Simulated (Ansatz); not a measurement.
`N#[C][GeH]([F])[Cl]` + CH₃OH → `C[O][GeH]([F])[C]#N` + HCl at 700 K and 1 bar (ligand exchange at a Ge–Cl bond).

Isolated molecules relaxed with PBE0-D4/def2-TZVP in Ansatz; ΔE leaves out vibrations. CCSD(T)/CBS adds triple-zeta CCSD(T) − MP2 to the extrapolated MP2 energy (def2 sets, frozen cores). This one scheme is used for every species. For Ge outer-core shells are correlated without core-valence functions, which leaves a few kJ/mol of doubt a bond. Scalar relativity is left out up to krypton. One conformer a species, not always the lowest.

| species | CCSD(T)/CBS energy (Eh) | H − E (kJ/mol) | S (J/(mol·K)) |
| --- | --- | --- | --- |
| `N#[C][GeH]([F])[Cl]` | -2729.09452 | 114.1 | 430.4 |
| CH₃OH | -115.61712 | 170.8 | 288.5 |
| `C[O][GeH]([F])[C]#N` | -2384.32058 | 242.1 | 501.9 |
| HCl | -460.38127 | 38.4 | 211.8 |

H − E and S are ideal-gas, rigid-rotor, harmonic terms from PBE0-D4/def2-TZVP, for one conformer and one mirror image of each species. 1 Eh = 2625.50 kJ/mol, R = 8.31446 J/(mol·K).

Q: By hand: ΔE, ΔH, ΔS and ΔG.

A: ΔE = (-2384.32058) + (-460.38127) − (-2729.09452) − (-115.61712) = 0.00979 Eh = 25.7 kJ/mol. Δ(H − E) = 242.1 + 38.4 − 114.1 − 170.8 = -4.4, so ΔH = 21.3 kJ/mol. ΔS = 501.9 + 211.8 − 430.4 − 288.5 = -5.2 J/(mol·K). ΔG = 21.3 − 700 × (-5.2)/1000 = 24.9 kJ/mol.

Q: By hand: the equilibrium constant, and the temperature at which ΔG would vanish if ΔH and ΔS stayed fixed.

A: log₁₀ K = −ΔG/(RT ln 10) = -1.9. ΔH and −TΔS have one sign here, so there is no such temperature.

The number of gas molecules stays the same, so ΔS is small and ΔH decides. A doubt of 5 kJ/mol in ΔE shifts log₁₀ K by 0.4 here. Other conformers and mirror images would add mixing entropy, several J/(mol·K) or more a flexible species. Modes under 60 cm⁻¹, often nearly free rotors, make the harmonic entropy too high. These are equilibria of isolated gas molecules and say nothing of rates. Largest T1 diagnostic: 0.013 (customary marks: 0.02 for closed shells, 0.045 for open ones).

ΔS is within the doubt of such terms, so its sign, and with it that verdict, could turn.
